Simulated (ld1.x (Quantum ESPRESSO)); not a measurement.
Ge ultrasoft: all-electron and pseudo phase curves

```json
{
 "Element": "Ge",
 "Generator": "ld1.x (Quantum ESPRESSO) 7.5",
 "Type": "ultrasoft",
 "Functional": "PW91",
 "Relativity": "scalar-relativistic",
 "Frozen core": "[Ne]",
 "Valence charge": "22",
 "Reference configuration": "3s2 3p6 3d10 4s1.75 4p2.25",
 "Partial waves": "3s (bound): rcut 0.95, rcutus 1.15 bohr; 4s (bound): rcut 0.95, rcutus 1.15 bohr; 3p (bound): rcut 1.05, rcutus 1.35 bohr; 4p (bound): rcut 1.05, rcutus 1.35 bohr; 3d (bound): rcut 0.90, rcutus 1.10 bohr; 3d channel at -1.1 Ry: rcut 0.90, rcutus 1.10 bohr",
 "Local potential": "all-electron potential smoothed inside 1.00 bohr (lloc = -1)",
 "Core correction": "none",
 "Augmentation charge": "PSQ, inside the norm-conserving radii"
}
```

The phase is arctan(r·u′/u) with u = r·R(r), unwrapped; energies in Ry, scanned from -14 to 5 Ry. A pole is an energy at which the radial function vanishes at the test radius. The pseudo phase is shifted by a multiple of π to meet the all-electron one at the reference energy, and phase errors are pseudo minus all-electron; the curves can meet again beyond the range given. Levels narrower than the energy grid can be missing from the lists of poles.

Q: For each channel, where are the poles, and over which energies does the pseudopotential scatter like the atom?

A:

| channel | radius (bohr) | reference energy (Ry) | poles, all-electron | poles, pseudo | unbroken range about the reference energy with phases within 0.05 rad | phase error 1 Ry above the reference energy (rad) |
| --- | --- | --- | --- | --- | --- | --- |
| s | 1.50 | -0.89 | -12.28 | -12.28 | the whole range | +0.000 |
| p | 1.50 | -0.30 | -8.30 | -8.31 | the whole range | -0.002 |
| d | 1.50 | -2.19 | -1.66 | -1.66 | the whole range | +0.000 |

Phases in the d channel:

```csv
E (Ry),all-electron,pseudo
-14.00,1.391,1.391
-13.04,1.384,1.384
-12.08,1.377,1.377
-11.12,1.368,1.368
-10.16,1.358,1.358
-9.20,1.346,1.346
-8.24,1.332,1.332
-7.28,1.314,1.314
-6.32,1.290,1.290
-5.36,1.256,1.256
-4.40,1.198,1.198
-3.44,1.052,1.052
-2.48,-0.292,-0.292
-1.52,-1.617,-1.616
-0.56,-1.779,-1.779
0.40,-1.871,-1.871
1.36,-1.963,-1.963
2.32,-2.088,-2.089
3.28,-2.298,-2.299
4.24,-2.709,-2.711
```
